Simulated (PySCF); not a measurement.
A GIAO shielding run with PySCF 2.14.0 with density-fitted response routines (density fitting, non-relativistic, gas phase) on SMILES CS[SiH2][Si@H](C#N)[SiH2][SiH3], C2H11NSSi4:

```
$ OMP_NUM_THREADS=1 python probes_run.py task.json out

{"job": {"kind": "nmr", "xc": "PBE0", "basis": "pcSseg-1"}, "charge": 0, "multiplicity": 1}
C      3.342456     1.573033    -0.385306
S      2.165916     0.480331     0.454993
Si     1.140506    -0.349651    -1.250183
Si    -0.452614    -1.741366    -0.310419
C     -1.681852    -1.869184    -1.711138
N     -2.456812    -1.911505    -2.556006
Si    -1.613787    -1.016944     1.588959
Si    -2.542264     1.093731     1.341530
H      3.973776     0.987441    -1.046530
H      2.800439     2.327583    -0.947222
H      3.945444     2.042718     0.384757
H      0.632947     0.810586    -1.987158
H      2.197534    -0.916938    -2.093477
H      0.061004    -3.124367    -0.288217
H     -0.655929    -1.087867     2.701584
H     -2.625198    -2.034582     1.919577
H     -3.359367     1.503820     2.485034
H     -3.390848     1.143018     0.149350
H     -1.491153     2.099397     1.178099
```

Hardware: 1 thread of an Arm Neoverse N1, shared host. The job also computes population analyses, field gradients.

Q: How large is the calculation?

A: 102 electrons, 226 basis functions and 1289 auxiliary functions.

Q: How long does it take, and how much memory does it need?

A: 84 s of wall time, with 14 SCF cycles and 5 response iterations; peak memory 1.1 GiB. Times on a shared host scatter by some tens of per cent.
